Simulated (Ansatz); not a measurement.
In2Ga2N4, relaxed as a singlet with RKS PBE0-D4/def2-SVP in Ansatz, starting from the GFN2-xTB geometry. Force threshold 0.03 eV/Å.

In the def2 sets In takes a core potential; there is no spin–orbit coupling. The structure comes from a short search, and lower isomers may exist.

Start:

```xyz
8

Ga   -0.139   -0.111   -0.178
Ga    2.245    1.174    0.849
In   -1.067    1.962   -1.959
In   -2.812   -2.031   -0.733
N     0.871    1.414   -0.405
N     1.766   -0.871    2.000
N    -1.683   -0.238   -1.098
N     0.819   -1.299    1.525
```

(1) Estimate the energy that the relaxation releases and the steps that it takes.

(2) Does the start keep its bonding and symmetry?

(3) Predict the relaxed structure.

## Answers

(1) 22.5 kcal/mol, in 50 steps; 4.3 min on 4 threads of Arm Neoverse V2 on a shared host. The force fell under the threshold at step 10, but the optimiser went on and released 0.020 eV more. No frequencies were taken in this run, so the end may be a saddle point.

(2) Bonds lost: Ga1–N8, Ga2–N6 (atoms count from 1). The end holds 2 separate pieces.

(3) 
Cartesian coordinates in Å:
```
Ga 0.211 -0.384 -1.073
Ga 2.663 1.877 -0.359
In -1.309 1.846 -0.325
In -3.099 -1.784 -1.400
N 0.945 1.183 -0.584
N 1.143 -0.954 2.878
N -1.582 -0.365 -1.028
N 1.028 -1.419 1.890
```
Bond lengths (bridged metal pairs left out): 3 × In–N 2.11 to 2.36 Å; 3 × Ga–N 1.79 to 1.87 Å; 1 × N–N 1.10 Å.
